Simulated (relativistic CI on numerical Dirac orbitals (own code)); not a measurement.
# Nd12+: q coefficients and field-shift factors

These numbers are calculated, not measured: Dirac-Coulomb-Breit CI, separate exchange-only KLI orbitals for each configuration, derivatives by finite differences, unscaled Slater integrals, QED left out (own radial code, finite nucleus).

Configuration list (outside the closed core [Kr] 4d10): 5s², 4f², 5s4f, 5s5p, 5p², 4f5p, 5s5d, 4f5d. Levels of other configurations are missing.

With x = (α/α₀)² − 1 an excitation energy changes as ω = ω₀ + qx; K = 2q/ω₀ is the relative enhancement. Terms are leading LS components, so labels can repeat. The field-shift factor is F = δν/δ⟨r²⟩ for the transition from the lowest level.

Lowest level 5s² ¹S0.

```csv
Level,ω₀ (cm⁻¹),q (cm⁻¹),K,F (GHz/fm²)
5s4f ³F°2,79122,100200,2.53,-92.8
5s4f ³F°3,80410,101100,2.51,-92.9
5s4f ³F°4,83165,103800,2.5,-92.7
5s4f ¹F°3,90185,104400,2.32,-94.1
5s5p ³P°0,153585,13020,0.17,-83.9
5s5p ³P°1,164240,20850,0.254,-84.5
4f² ³H4,179987,197600,2.2,-185
4f² ³H5,183035,200600,2.19,-184
4f² ³H6,186220,203400,2.18,-184
4f² ³F2,188917,198400,2.1,-185
4f² ³F3,190862,200500,2.1,-184
4f² ³F4,190869,199900,2.09,-184
4f² ³F4,195100,203700,2.09,-184
5s5p ³P°2,201425,67230,0.668,-87.2
4f² ¹D2,210763,200100,1.9,-184
4f² ¹I6,216952,200500,1.85,-184
4f² ³P0,218516,198900,1.82,-184
4f² ³P1,219407,200100,1.82,-184
4f² ³P2,220925,201900,1.83,-184
4f5p ³G3,255839,116500,0.911,-179
4f5p ³F2,259999,119600,0.92,-179
5s5p ¹P°1,260042,59840,0.46,-85.5
4f5p ³F3,261741,121900,0.931,-178
```

At this charge transitions that keep the count of f electrons are usually good to a few per cent. Terms inside the open d or f shell come out 10 to 20 % too wide with unscaled integrals. Levels and lines within the n = 5 or 6 shells can be off by up to 10 % or somewhat more, and those that change n by about 2 %, since core polarisation is missing. Levels that differ in their count of f electrons can be misplaced by several ten thousand cm⁻¹, since the correlation energy of f electrons is missing or only estimated; rates across such gaps can be off by orders of magnitude.
